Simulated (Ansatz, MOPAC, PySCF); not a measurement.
Pair of molecules: N2 (SMILES N#N) (first 2 atoms) with CHN (SMILES C#N); geometry from B3LYP-D3(BJ)/def2-TZVP, rigid monomers moved along the line of their centres of mass till N2···H5 is 2.20 Å.
(charge 0, multiplicity 1):
| atom | x (Å) | y (Å) | z (Å) |
|---|---|---|---|
| N | 0.0639 | 0.3230 | -1.0964 |
| N | 0.0305 | 0.1182 | -0.0260 |
| C | -0.0698 | -0.5028 | 3.1818 |
| N | -0.1051 | -0.7212 | 4.3067 |
| H | -0.0370 | -0.2983 | 2.1339 |

Interaction energies are E(AB) − E(A) − E(B) at the monomers' geometry in the complex; basis-set methods are counterpoise corrected. Rows marked so take none.

Rows in 6-31G* carry no dispersion term and start afresh at each structure (6-31G* with six Cartesian d functions). MP2/6-31G* freezes PySCF's default core. The state that PM3 reach isn't checked.

Programs: Ansatz (Gaussian basis) for Hartree–Fock, density functionals and correlated methods; MOPAC for PM3 (differences of heats of formation); PySCF for 6-31G* rows, the dispersion terms. Values without a source in brackets are computed.

| level | interaction energy (kJ/mol) |
|---|---|
| PM3 | 0.8 |
| HF/aug-cc-pVDZ | 2.2 |
| PBE/def2-TZVPPD | -2.8 |
| r2SCAN-D4/def2-TZVPPD | -1.6 |
| B3LYP/6-31G* | -2.2 |
| B3LYP/6-31G* (no counterpoise) | [?] |
| B3LYP-D3(BJ)/def2-TZVPPD | [?] |
| wB97M-V/def2-TZVPPD | -2.8 |
| MP2/6-31G* | -2.5 |

**Question.** Complete the blanks.

**Answer.** 
- B3LYP/6-31G* (no counterpoise), interaction energy (kJ/mol): -5.2
- B3LYP-D3(BJ)/def2-TZVPPD, interaction energy (kJ/mol): -4.1

Ansatz is a quantum-chemistry and plane-wave program.
